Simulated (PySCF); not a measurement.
MnCl₂, SMILES [Cl][Mn][Cl] (connectivity only; charge and spin as stated), neutral, multiplicity 6. Atoms are numbered in the order given.

```xyz
3

Mn     0.0000     0.0000     0.0000
Cl     0.0000     0.0000     2.1836
Cl     0.0000     0.0000    -2.1836
```
Charge 0, spin multiplicity 6.

Geometry optimised at ωB97X-D3(BJ)/def2-TZVP. The spin state was assumed, not searched. The isomer is the one that the SMILES or the coordinates give; other isomers of the formula were not compared.

Calculation: r2SCAN/def2-TZVPD in PySCF.

Mulliken values depend strongly on the basis, most of all with diffuse functions as here. ESP charges are fitted to the potential on shells at 1.4 to 2.0 van der Waals radii. Atomic charges (e):

```
atom  ESP fit  meta-Löwdin  Mulliken spin
----  -------  -----------  -------------
Mn1       [?]         1.21           5.02
Cl2       [?]        -0.61          -0.01
Cl3       [?]        -0.61          -0.01
```

Question: Fill in the missing entries. (An estimate is asked for; the answer gives what the named calculation found.)

Answer: 
- Mn1, ESP fit: 0.64
- Cl2, ESP fit: -0.32
- Cl3, ESP fit: -0.32
